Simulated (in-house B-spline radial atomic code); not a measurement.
Cs+ is squeezed into an impenetrable sphere of radius R (the orbitals vanish at R). Method: Dirac-Hartree-Fock, average of configuration, Fermi nucleus of rms radius 4.8041 fm. Calculated with a B-spline radial code for spherical atoms.

Energies in eV above the free ion in [Kr] 4d10 5s2 5p6:

```
R (bohr)  highest level (eV)  [Kr] 4d10 5s2 5p6  [Ar] 3d10 4s2 4p5 4d10 5s2 5p6 5f1  [Kr] 4d10 5s2 5p5 5f1
    9.83               -22.9          2.344e-05                               187.5                  24.68
    5.51               -22.6             0.3055                               196.8                  34.25
    4.62               -21.8              1.877                               204.4                  42.16
    4.32               -21.1              3.432                               208.8                  46.79
    3.36               -15.1              23.48                               243.6                  82.38
    2.92               -7.23               57.4                               290.2                  128.2
    2.59                4.14              114.4                               362.2                  197.2
    2.09                44.1              349.4                               639.1                  456.1
    1.64                 151               1100                                1475                   1228
    1.52                 209               1545                                1960                   1676
```

Does [Ar] 3d10 4s2 4p5 4d10 5s2 5p6 5f1 fall below [Kr] 4d10 5s2 5p6 under compression?

No, it stays above over the whole range.

Does [Kr] 4d10 5s2 5p5 5f1 fall below [Kr] 4d10 5s2 5p6 under compression?

No, it stays above over the whole range.

The highest level is first positive in the row R = 2.59 bohr, pushed up by confinement above the zero of the free ion's potential. Each configuration is held fixed and needn't be the lowest in the sphere.
